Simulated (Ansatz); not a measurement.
## Cost against result

The pair of H$_{2}$ (SMILES [H][H], atoms 1–2) and SiH$_{4}$O (SMILES [SiH3]O, atoms 3–8), both closed shells, in one local arrangement (a lower one may exist), relaxed at PBE0-D4/def2-TZVP:

```xyz
8
angstrom
H 0.0198 -0.2434 -2.5251
H -0.5611 -0.2680 -2.9933
Si 0.4152 0.3086 0.8966
O -0.8080 -0.5932 1.5329
H -0.1006 1.4937 0.1578
H 1.2364 0.7488 2.0469
H 1.2524 -0.4858 -0.0448
H -1.4540 -0.9607 0.9291
```

Interaction energies are counterpoise-corrected; the time is that of the whole pair.

Program: Ansatz 0.2.0. Basis: as named in each row. Cores are frozen in the correlated methods. B3LYP uses VWN-RPA correlation. Extrapolation: Hartree–Fock as exp(−7.88 √X), correlation as X^−2.97.

Times are rough, for one single point on 2 threads of a shared host (Arm Neoverse V1).

The estimate by CCSD(T) at an estimated basis limit (MP2 extrapolated from triple and quadruple zeta, plus CCSD(T) − MP2 in triple zeta) is -0.32 kcal/mol.

```csv
method,basis,time (s),interaction energy (kcal/mol),method less estimate
HF,STO-3G,under 1,0.23,0.56
PBE-D4,STO-3G,under 1,-0.35,-0.02
SPW92,def2-SVP,under 1,-0.77,-0.44
B3LYP-D4,6-31G,under 1,-0.27,0.06
PBE-D4,def2-SVP,under 1,-0.57,-0.24
PBE0-D4,def2-SVP,under 1,-0.47,-0.15
CCSD(T),def2-SVP,under 1,0.01,0.33
PBE-D4,def2-TZVPPD,1,-0.57,-0.25
revPBE-D4,def2-TZVPPD,2,-0.45,-0.13
BLYP-D4,def2-TZVPPD,2,-0.23,0.10
PBE0-D4,def2-TZVPPD,2,-0.48,-0.16
HSE06-D4,def2-TZVPPD,2,-0.49,-0.17
B3LYP-D4,def2-TZVPPD,2,-0.31,0.02
wB97M-V,def2-SVP,2,-0.24,0.08
r2SCAN-D4,def2-TZVPPD,3,-0.17,0.16
B2PLYP,def2-TZVPPD,4,-0.01,0.31
wB97X-V,def2-TZVPPD,6,-0.35,-0.02
wB97M-V,def2-TZVPPD,7,-0.30,0.02
B97M-V,def2-TZVPPD,8,-0.36,-0.03
MP2,def2-QZVPPD,10,-0.26,0.06
CCSD(T),def2-TZVPPD,26,-0.27,0.06
```

The T1 diagnostic stays at or below 0.012.
